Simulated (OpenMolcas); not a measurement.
Yb4+: CASPT2 settings compared

* Program: OpenMolcas 26.06
* Basis: ANO-R1 [7s5p3d2f]
* Scalar Hamiltonian: X2C, finite nucleus
* Active space: 12 electrons in 7 orbitals (4f)
* State averaging: 2S+1 = 3 even, 18 roots; 2S+1 = 1 even, 9 roots kept (CI in the orbitals of an earlier block)
* Spin-orbit coupling: state interaction with AMFI integrals over the reference wave functions, term energies averaged over their components

Methods on the same reference wave functions:
A. CASSCF
B. SS-CASPT2, IPEA 0.2 Eh, sigma1 regulariser 0.2 Eh (closed shells correlated: none)
C. SS-CASPT2, IPEA 0.1 Eh, sigma1 regulariser 0.15 Eh (closed shells correlated: 5s 5p)
D. XMS-CASPT2, IPEA 0.4 Eh, real shift 0.05 Eh (closed shells correlated: 5s 5p)

Energies in eV above 4f¹² ³H₆, the measured ground level; measured values from the list in Tchang-Brillet, Wyart, Meftah and Ait Mammar, Atoms 6, 52 (2018).

| Level | A | B | C | D | Measured |
| --- | --- | --- | --- | --- | --- |
| 4f¹² ³H₆ | 0.0000 | 0.0000 | 0.0000 | 0.0000 | 0.0000 |
| 4f¹² ³F₄ [55 %] | 0.8572 | 0.840 | 0.808 | 0.827 | 0.7578 |
| 4f¹² ³H₅ | 1.2046 | 1.205 | 1.205 | 1.205 | 1.1878 |
| 4f¹² ³H₄ [56 %] | 1.8947 | 1.882 | 1.865 | 1.876 | 1.7860 |
| 4f¹² ³F₃ | 2.2710 | 2.220 | 2.159 | 2.205 | 2.0299 |
| 4f¹² ³F₂ | 2.8733 | 2.822 | 2.762 | 2.807 |  |

Deviations, from unrounded energies. A percentage is the sum of absolute deviations over the sum of measured energies, with the sign that they share, or ± where signs differ.

| Against measurement | Levels | A | B | C | D |
| --- | --- | --- | --- | --- | --- |
| mean absolute deviation (cm-1) | 4 | 940 | 780 | 560 | 710 |
| fine structure of the ground term (%) | 2 | +4.2 | +3.8 | +3.2 | +3.6 |
| other terms of the ground configuration (%) | 2 | +12.2 | +9.8 | +6.4 | +8.8 |

C lies closest to measurement on these levels and A furthest from it. The largest miss of C in the table is 4f¹² ³F₃, by +1000 cm-1. The ranking rests on the paired levels alone, and a cruder setting can come out closer through cancelling errors.

Among B to D the level of the table that moves most is 4f¹² ³F₃, by 490 cm-1 (lowest in C, highest in B). Moves below CASPT2's spread within the term are not significant.

The mean deviations of B to D differ by less than CASPT2's widest spread within a term (420 cm-1), so their order carries little weight.

The lowest spin-free term lies below A's lowest term by 0.232 hartree in B, 0.393 hartree in C, 0.392 hartree in D.

Term energies are means over components that CASPT2 splits; among the terms shown or strongly mixed into the levels shown the widest spread is 420 cm-1 (4f¹² ³F, D). The basis is small and was not contracted for so high a charge. Without dynamic correlation excited terms often stand tens of per cent too high (terms of higher spin than the ground term too low), and those without a measured partner can miss by more than the paired ones (holds for A). Measured partners are found by configuration, term and J. A level has none where our copy of the source lacks it or the pairing is in doubt (some pairs that miss far off the trend of their configuration count as doubtful), and it then counts in no deviation. Only configurations of the active space appear. Levels that lie high or do not pair safely by name in every column are left out.

A share in square brackets marks a mixed level and gives the weight of the term that names it, the lowest over the columns.
